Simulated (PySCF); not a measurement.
C4H7O2 (SMILES C[C](C)C(=O)O), doublet, geometry from GFN2-xTB; BLYP/6-31G (PySCF).

Here is a job for PySCF.
```python
from pyscf import gto, scf, dft

mol = gto.M(
    atom='''
C    -1.289866    1.206004   -0.528340
C    -0.646361   -0.013540    0.007972
C    -1.458094   -1.142144    0.508639
C     0.779668   -0.116183    0.048875
O     1.409551   -1.075372    0.470310
O     1.421954    0.981732   -0.437722
H    -0.972607    1.380665   -1.558341
H    -0.967686    2.083983    0.035057
H    -2.372963    1.128346   -0.490717
H    -0.809047   -1.940540    0.859042
H    -2.106386   -0.815473    1.324863
H    -2.111340   -1.523582   -0.279391
H     2.375919    0.830898   -0.374091
''',
    basis='6-31g',
    charge=0,
    spin=1,
    verbose=4,
)

mf = dft.UKS(mol)
mf.xc = 'blyp'
mf.kernel()
```

The log (banner, timings and long lists left out):

```
PySCF version 2.14.0

[INPUT] verbose = 4
[INPUT] num. atoms = 13
[INPUT] num. electrons = 47
[INPUT] charge = 0
[INPUT] spin (= nelec alpha-beta = 2S) = 1
[INPUT] symmetry False subgroup None
[INPUT] Mole.unit = angstrom
[INPUT] Symbol           X                Y                Z      unit          X                Y                Z       unit  Magmom
[INPUT]  1 C     -1.289866000000   1.206004000000  -0.528340000000 AA   -2.437493477388   2.279017265130  -0.998417900653 Bohr   0.0
[INPUT]  2 C     -0.646361000000  -0.013540000000   0.007972000000 AA   -1.221445267600  -0.025586891727   0.015064896665 Bohr   0.0
[INPUT]  3 C     -1.458094000000  -1.142144000000   0.508639000000 AA   -2.755398323872  -2.158339354815   0.961188406273 Bohr   0.0
[INPUT]  4 C      0.779668000000  -0.116183000000   0.048875000000 AA    1.473358988087  -0.219554050330   0.092360364338 Bohr   0.0
[INPUT]  5 O      1.409551000000  -1.075372000000   0.470310000000 AA    2.663665348607  -2.032158562026   0.888757093644 Bohr   0.0
[INPUT]  6 O      1.421954000000   0.981732000000  -0.437722000000 AA    2.687103621730   1.855204607722  -0.827174698697 Bohr   0.0
[INPUT]  7 H     -0.972607000000   1.380665000000  -1.558341000000 AA   -1.837960856835   2.609078719773  -2.944837698681 Bohr   0.0
[INPUT]  8 H     -0.967686000000   2.083983000000   0.035057000000 AA   -1.828661514576   3.938157118249   0.066248128749 Bohr   0.0
[INPUT]  9 H     -2.372963000000   1.128346000000  -0.490717000000 AA   -4.484250173726   2.132264913748  -0.927320734668 Bohr   0.0
[INPUT] 10 H     -0.809047000000  -1.940540000000   0.859042000000 AA   -1.528877251901  -3.667089133763   1.623354109499 Bohr   0.0
[INPUT] 11 H     -2.106386000000  -0.815473000000   1.324863000000 AA   -3.980492652618  -1.541020631977   2.503628222570 Bohr   0.0
[INPUT] 12 H     -2.111340000000  -1.523582000000  -0.279391000000 AA   -3.989854355839  -2.879152708317  -0.527972471668 Bohr   0.0
[INPUT] 13 H      2.375919000000   0.830898000000  -0.374091000000 AA    4.489836204150   1.570169657449  -0.706929535665 Bohr   0.0

nuclear repulsion = 237.708446443878
number of shells = 44
number of NR pGTOs = 160
number of NR cGTOs = 68
basis = 6-31g
ecp = {}

******** <class 'pyscf.dft.uks.UKS'> ********
method = UKS
initial guess = minao
damping factor = 0
level_shift factor = 0
DIIS = <class 'pyscf.scf.diis.CDIIS'>
diis_start_cycle = 1
diis_space = 8
diis_damp = 0
SCF conv_tol = 1e-09
SCF conv_tol_grad = None
SCF max_cycles = 50
direct_scf = True
direct_scf_tol = 1e-13
number electrons alpha = 24  beta = 23
XC library pyscf.dft.libxc version 7.1.2
    S. Lehtola, C. Steigemann, M. J. T. Oliveira, and M. A. L. Marques,  SoftwareX 7, 1–5 (2018)
XC functionals = blyp
    A. D. Becke,  Phys. Rev. A 38, 3098 (1988)
    C. Lee, W. Yang, and R. G. Parr,  Phys. Rev. B 37, 785 (1988)
    B. Miehlich, A. Savin, H. Stoll, and H. Preuss,  Chem. Phys. Lett. 157, 200 (1989)
radial grids:
    Treutler-Ahlrichs [JCP 102, 346 (1995); DOI:10.1063/1.469408] (M4) radial grids

becke partition: Becke, JCP 88, 2547 (1988); DOI:10.1063/1.454033
pruning grids: <function nwchem_prune>
grids dens level: 3
symmetrized grids: False
atomic radii adjust function: <function treutler_atomic_radii_adjust>
small_rho_cutoff = 0
Set gradient conv threshold to 3.16228e-05
tot grids = 153296
init E= -307.505279468157

cycle= 1 E= -306.593361673379  delta_E= 0.912  |g|= 0.798  |ddm|= 2.49
cycle= 2 E= -304.738710585019  delta_E= 1.85  |g|= 2.02  |ddm|= 3.05
cycle= 3 E= -306.651505850646  delta_E= -1.91  |g|= 0.654  |ddm|= 2.75
cycle= 4 E= -306.856329642284  delta_E= -0.205  |g|= 0.117  |ddm|= 0.734
cycle= 5 E= -306.854703792981  delta_E= 0.00163  |g|= 0.133  |ddm|= 0.257
cycle= 6 E= -306.862784624479  delta_E= -0.00808  |g|= 0.0203  |ddm|= 0.152
cycle= 7 E= -306.862975288781  delta_E= -0.000191  |g|= 0.00746  |ddm|= 0.0276
cycle= 8 E= -306.863009720004  delta_E= -3.44e-05  |g|= 0.00159  |ddm|= 0.0142
cycle= 9 E= -306.863012172839  delta_E= -2.45e-06  |g|= 0.000716  |ddm|= 0.00355
cycle= 10 E= -306.863012417037  delta_E= -2.44e-07  |g|= 0.000336  |ddm|= 0.00117
cycle= 11 E= -306.863012477839  delta_E= -6.08e-08  |g|= 6.06e-05  |ddm|= 0.000514
cycle= 12 E= -306.86301247959  delta_E= -1.75e-09  |g|= 3.06e-05  |ddm|= 0.000134
cycle= 13 E= -306.863012480063  delta_E= -4.73e-10  |g|= 4.62e-06  |ddm|= 4.15e-05
Extra cycle  E= -306.86301248005  delta_E= 1.25e-11  |g|= 8.22e-06  |ddm|= 2.06e-05
converged SCF energy = -306.86301248005  <S^2> = 0.75358624  2S+1 = 2.003583
```
